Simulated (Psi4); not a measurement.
HCl₃OZr, triplet, at a GFN2-xTB geometry (such geometries of metal compounds can be far from the true shape) (the multiplicity is a formal guess) (all electrons, no relativity). Base run: HF/3-21G in Psi4.

Input for Psi4:
```
memory 2 GB

molecule mol {
0 3
  Zr   -0.327492    0.364466   -0.052219
  Cl    1.582164    1.384855   -0.783012
  Cl    0.419074   -0.999974    1.748496
  Cl   -0.122131   -1.861194   -0.868246
  O    -2.010622    1.102674    0.052934
  H    -2.760144    1.697322    0.012243
}

set basis 3-21g
set reference uhf
set scf_type pk
set stability_analysis check

energy('scf')
print_variables()
```

The bond that is stretched is that between atoms 2 and 1. A test that says stable can miss a lower solution.

The base run was repeated with changes; each row names its change, and settings that it needs were set with it.

```json
[
 {"change": "base", "ΔE vs base (kcal/mol)": "0.000", "<S^2>": "2.013"},
 {"change": "stability_analysis = follow; reference = uhf", "ΔE vs base (kcal/mol)": "0.000", "<S^2>": "2.013"},
 {"change": "bond × 1.25", "ΔE vs base (kcal/mol)": "2.50", "<S^2>": "2.013"},
 {"change": "stability_analysis = follow; reference = uhf; bond × 1.25", "ΔE vs base (kcal/mol)": "2.50", "<S^2>": "2.013"},
 {"change": "bond × 1.5", "ΔE vs base (kcal/mol)": "32.52", "<S^2>": "2.014"},
 {"change": "stability_analysis = follow; reference = uhf; bond × 1.5", "ΔE vs base (kcal/mol)": "32.52", "<S^2>": "2.014"},
 {"change": "bond × 1.8", "ΔE vs base (kcal/mol)": "63.2", "<S^2>": "2.016"},
 {"change": "stability_analysis = follow; reference = uhf; bond × 1.8", "ΔE vs base (kcal/mol)": "63.2", "<S^2>": "2.016"},
 {"change": "bond × 2.2", "ΔE vs base (kcal/mol)": "16.38", "<S^2>": "2.004"},
 {"change": "stability_analysis = follow; reference = uhf; bond × 2.2", "ΔE vs base (kcal/mol)": "16.38", "<S^2>": "2.004"},
 {"change": "bond × 3.0", "ΔE vs base (kcal/mol)": "17.20", "<S^2>": "2.004"},
 {"change": "stability_analysis = follow; reference = uhf; bond × 3.0", "ΔE vs base (kcal/mol)": "17.20", "<S^2>": "2.004"}
]
```

On stretching, the SCF can end on different states; <S^2> shows the spin contamination of each.
